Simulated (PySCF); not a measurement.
## Working out the ionisation energy of Ni²⁺

Ni²⁺ [Ar] 3d8 (3F) → Ni³⁺ [Ar] 3d7 (4F). All numbers are calculated (PySCF 2.14, scalar relativity by spin-free X2C-1e, in Sapporo-DKH3-DZP-2012 (6s4p3d1f, 40 functions)). Frozen: [Ar]. Energies in hartree (1 hartree = 27.21139 eV):

```
             part  Ni²⁺ (lower)  Ni³⁺ (upper)
              UHF  -1518.206293  -1517.006914
MP2 opposite-spin     -0.122330     -0.069159
    MP2 same-spin     -0.076877     -0.054300
```

What does Hartree-Fock give?

(-1517.006914) − (-1518.206293) = 1.199379 hartree = 32.637 eV.

What do MP2 and SCS-MP2 (6/5 opposite-spin, 1/3 same-spin) give?

The opposite-spin parts differ by 1.447 eV and the same-spin parts by 0.614 eV. MP2: 32.637 + (1.447) + (0.614) = 34.698 eV. SCS-MP2: 32.637 + 1.2 × (1.447) + (0.614)/3 = 34.578 eV.

Reference: 35.187 ± 0.019 eV (measured; NIST Atomic Spectra Database, ionization energies), between the lowest levels; spin-orbit coupling is absent from the calculation.

A double-zeta basis recovers only part of the correlation energy.

What remains against the reference includes basis incompleteness, the frozen core and correlation beyond second order.
